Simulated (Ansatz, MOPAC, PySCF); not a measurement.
System: MgCl2, charge 0, multiplicity 1. SMILES: [Cl][Mg][Cl]
Coordinates optimised at B3LYP-D3(BJ)/def2-TZVP (Ansatz, a quantum-chemistry and plane-wave program):
```
Mg
Cl 1 2.1757
Cl 1 2.1757 2 180.00
```
Charge 0, spin multiplicity 1.

Unscaled harmonic wavenumbers (cm⁻¹) in rising order, each level at the stationary point that it reaches from this structure (no distance between atoms moves by over 0.3 Å); the order of modes can differ between levels, and a negative number is imaginary. B3LYP-D3(BJ)/def2-TZVP (PySCF, at the structure above): 110, 110, 318, 613.

AM1 (MOPAC): 95, 95, 323, 620. Zero-point energy 1.6 against 1.6 kcal/mol; where all levels lie over 400 cm⁻¹, the wavenumbers are on average 1.010 times those of B3LYP-D3(BJ)/def2-TZVP.

PM7 (MOPAC): 96, 96, 325, 651. Zero-point energy 1.7 against 1.6 kcal/mol; where all levels lie over 400 cm⁻¹, the wavenumbers are on average 1.061 times those of B3LYP-D3(BJ)/def2-TZVP.

B3LYP/6-31G* (Ansatz): 110, 110, 314, 607. Zero-point energy 1.6 against 1.6 kcal/mol; where all levels lie over 400 cm⁻¹, the wavenumbers are on average 0.990 times those of B3LYP-D3(BJ)/def2-TZVP.
